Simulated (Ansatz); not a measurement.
Two isomers of C4H8Si: A = `C=C1CC1[SiH3]`, B = `C#CCC[SiH3]`.

Gas-phase electronic energies from Ansatz, PBE0-D4/def2-TZVP geometries. CCSD(T)/CBS is the MP2 limit (def2-TZVPP, def2-QZVPP) plus CCSD(T) − MP2 in def2-TZVPP, frozen cores. Functionals use def2-TZVPP. B3LYP here is the variant with VWN-RPA as its local correlation; programs differ in this. One conformer a species, not always the lowest.

Question: Which isomer does CCSD(T)/CBS put lower? Give the gap. (An estimate is asked.)

Answer: Ansatz gave: B, by 2.4 kcal/mol.

Question: Give E(B) − E(A) in kcal/mol with HF/def2-TZVPP, MP2/def2-TZVPP, PBE-D4, CCSD/def2-TZVPP, B2PLYP, PBE0-D4, B3LYP. (An estimate is asked.)

Answer: The calculation gave: HF/def2-TZVPP -4.7, MP2/def2-TZVPP -2.4, PBE-D4 4.0, CCSD/def2-TZVPP -2.4, B2PLYP -2.4, PBE0-D4 4.2, B3LYP -1.0. The order is the other way round with PBE-D4, PBE0-D4.

Largest T1 diagnostic: 0.011.

In def2-TZVPP, CCSD(T) changes the Hartree–Fock value by +2.5 kcal/mol (the triples alone add +0.3 kcal/mol) and MP2 by +2.2 kcal/mol. The D4 term adds +0.8 kcal/mol with B3LYP and +0.4 kcal/mol with PBE0; it sums over pairs of atoms, weighted by their polarisabilities, and B3LYP, whose exchange is more repulsive, gets the larger term.
